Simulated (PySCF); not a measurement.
Work out the structure from these simulated measurements.

Formula: C2HBrN2S.

* Rotational structure: rotational constants A, B, C: 7.609, 1.010, 0.891 GHz [PBE0-D3(BJ)/def2-SVP]
* UV, strongest line: among the 10 lowest singlet transitions: S2 at 5.25 eV (236 nm, f = 0.081) [TDDFT PBE0/def2-SVPD]
* 1H NMR: chemical shifts (computed TMS as zero) by class: 9.36 (1 H) ppm [GIAO PBE0/pcSseg-1]
* Dipole: 2.65 D [PBE0/def2-SVPD]
* NMR, other nuclei: isotropic shieldings of nuclei other than C and H, by class: -90 (1 N), -49 (1 N), 27 (1 S), 1947 (1 Br) ppm [GIAO PBE0/pcSseg-1]
* 13C NMR: chemical shifts (computed TMS as zero) by class: 179.3 (1 C), 169.4 (1 C) ppm [GIAO PBE0/pcSseg-1]

The electronic properties come from PySCF, for the isolated species, density fitting. Levels stand in brackets. Geometry: PBE0-D3(BJ)/def2-SVP; no solvent, vibrations or thermal averaging. Relativistic effects, spin–orbit coupling among them, are left out although an element past zinc is present. Each NMR value is the plain mean over a class of atoms that symmetry, rotation or inversion makes alike.

Q: Give a SMILES that accounts for the data.

A: Numbering: `[Br:1][c:2]1[n:3][cH:4][s:5][n:6]1`. Its formula, C2HBrN2S, gives 3 degrees of unsaturation: 1 ring and 2 π bonds in the structure found (Kekulé form). 2 carbons fall into 2 classes; from least to most shielded: aromatic CH next to a ring nitrogen [C4] (179.3 ppm), aromatic C–Br carbon [C2] (169.4 ppm). The one hydrogen (9.36 ppm): aromatic hydrogen. The other shieldings belong to: -90 ppm, pyridine-type nitrogen [N3]; -49 ppm, pyridine-type nitrogen [N6]; 27 ppm, ring sulfur [S5]; 1947 ppm, aryl bromine [Br1]. The optimised geometry has point group Cs and is an asymmetric top. Structure: `Brc1ncsn1`. The assignments are read from this structure; whether some other isomer fits the data as well wasn't checked. NMR values of atoms bound to Br lack the spin–orbit term that these neighbours bring.
